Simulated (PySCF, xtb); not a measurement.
C2H5NO2Si, SMILES N1[SiH2]OCOC=1. Other conformers were not sampled.

Harmonic wavenumbers (cm⁻¹) from xtb 6.7.1 with GFN2-xTB at its own minimum, in rising order: 149, 164, 348, 377, 489, 549, 598, 679, 724, 771, 779, 831, 883, 922, 1075, 1078, 1158, 1248, 1316, 1356, 1475, 1692, 2320, 2413, 2834, 2937, 2957.

Task: What does PySCF with PBE-D3(BJ)/def2-SVP give at its own minimum? (Estimate from the structure and the level; the computed values follow.)

Result: 156, 213, 356, 401, 502, 659, 669, 718, 734, 788, 810, 905, 938, 951, 1071, 1100, 1177, 1250, 1354, 1383, 1441, 1676, 2173, 2219, 2890, 3025, 3054. Paired by order, the mean absolute difference is 47 cm⁻¹ and the zero-point energies are 45.9 and 46.6 kcal/mol.
